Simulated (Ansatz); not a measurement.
`C[SiH](F)BS` + HBr → `C[SiH](F)Br` + `BS` at 600 K and 1 bar (cleavage of the Si–B bond).

Gas-phase electronic energies from Ansatz, PBE0-D4/def2-TZVP geometries. CCSD(T)/CBS is the MP2 limit (def2-TZVPP, def2-QZVPP) plus CCSD(T) − MP2 in def2-TZVPP, frozen cores. This one scheme is used for every species. For Br outer-core shells are correlated without core-valence functions, which leaves a few kJ/mol of doubt a bond. Scalar relativity is left out up to krypton. One conformer a species, not always the lowest.

```json
{"species": "`C[SiH](F)BS`", "CCSD(T)/CBS energy (Eh)": "-853.19639", "H − E (kJ/mol)": "255.0", "S (J/(mol·K))": "472.9"}
{"species": "HBr", "CCSD(T)/CBS energy (Eh)": "-2573.91920", "H − E (kJ/mol)": "33.5", "S (J/(mol·K))": "219.1"}
{"species": "`C[SiH](F)Br`", "CCSD(T)/CBS energy (Eh)": "-3002.78099", "H − E (kJ/mol)": "180.9", "S (J/(mol·K))": "403.4"}
{"species": "`BS`", "CCSD(T)/CBS energy (Eh)": "-424.38198", "H − E (kJ/mol)": "108.7", "S (J/(mol·K))": "286.1"}
```

H − E and S are ideal-gas, rigid-rotor, harmonic terms from PBE0-D4/def2-TZVP, for one conformer and one mirror image of each species. 1 Eh = 2625.50 kJ/mol, R = 8.31446 J/(mol·K).

Q: By hand: ΔE, ΔH, ΔS and ΔG.

A: ΔE = (-3002.78099) + (-424.38198) − (-853.19639) − (-2573.91920) = -0.04738 Eh = -124.4 kJ/mol. Δ(H − E) = 180.9 + 108.7 − 255.0 − 33.5 = 1.1, so ΔH = -123.3 kJ/mol. ΔS = 403.4 + 286.1 − 472.9 − 219.1 = -2.5 J/(mol·K). ΔG = -123.3 − 600 × (-2.5)/1000 = -121.8 kJ/mol.

Q: By hand: the equilibrium constant, and the temperature at which ΔG would vanish if ΔH and ΔS stayed fixed.

A: log₁₀ K = −ΔG/(RT ln 10) = 10.6. ΔG = 0 at ΔH/ΔS = 49320 K, far beyond where these terms or the molecules hold.

The number of gas molecules stays the same, so ΔS is small and ΔH decides. A doubt of 5 kJ/mol in ΔE shifts log₁₀ K by 0.4 here. Other conformers and mirror images would add mixing entropy, several J/(mol·K) or more a flexible species. Modes under 60 cm⁻¹, often nearly free rotors, make the harmonic entropy too high. These are equilibria of isolated gas molecules and say nothing of rates. Largest T1 diagnostic: 0.015 (customary marks: 0.02 for closed shells, 0.045 for open ones).
